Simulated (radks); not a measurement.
Ba2+, 54 electrons, occupied as [Kr] 4d10 5s1.75 5p6 4f0.25 (fractional occupations, a model configuration).

All-electron calculation, scalar-relativistic Kohn-Sham, PBE, spin-polarised, spherical densities, finite nucleus; open shells are filled with parallel spins first (spin-orbit coupling, left out, can overturn this in heavy ions); Fermi nuclear charge, rms radius 4.8378 fm. Program: a radial shooting solver on a logarithmic mesh with Libxc functionals.

Energy parts (eV):
part                      energy
total                 -221346.69
kinetic                233649.21
electron-nucleus      -534924.51
Hartree                 85294.72
exchange-correlation    -5366.11

Orbitals (lengths in bohr, moments of r in powers of bohr):
orbital  occ.  eigenvalue (eV)      <r^4>
1s up       1        -37268.94  2.074e-06
1s down     1        -37268.92  2.074e-06
2s up       1        -5901.090  0.0003467
2s down     1        -5901.079  0.0003467
2p up       3        -5293.113  0.0002524
2p down     3        -5293.101  0.0002524
3s up       1        -1255.036    0.01438
3s down     1        -1254.982    0.01437
3p up       3        -1060.093    0.01504
3p down     3        -1060.038    0.01504
3d up       5        -776.9202    0.01272
3d down     5        -776.8743    0.01272
4s up       1        -255.9195     0.3836
4s down     1        -255.7561     0.3833
4p up       3        -193.0702     0.5105
4p down     3        -192.8986     0.5098
4d up       5        -101.8163     0.9177
4d down     5        -101.6182     0.9152
4f up    0.25         -10.2843      31.99
4f down     0         -10.0297      33.13
5s up       1         -46.1055      13.18
5s down  0.75         -45.7598      13.27
5p up       3         -31.0532      24.98
5p down     3         -30.7540      25.29

The highest occupied level is 4f up at -10.284 eV. Spin moment in Bohr magnetons: 0.5. The density falls to 0.001 e/bohr^3 at r = 3.76 bohr. The electron density at the nucleus is 3.343e+05 e/bohr^3 (large components only). Summed over all electrons, <r^2> = 44.16 bohr^2, which gives a Langevin (diamagnetic) susceptibility term of -35 x 10^-6 cm^3/mol.
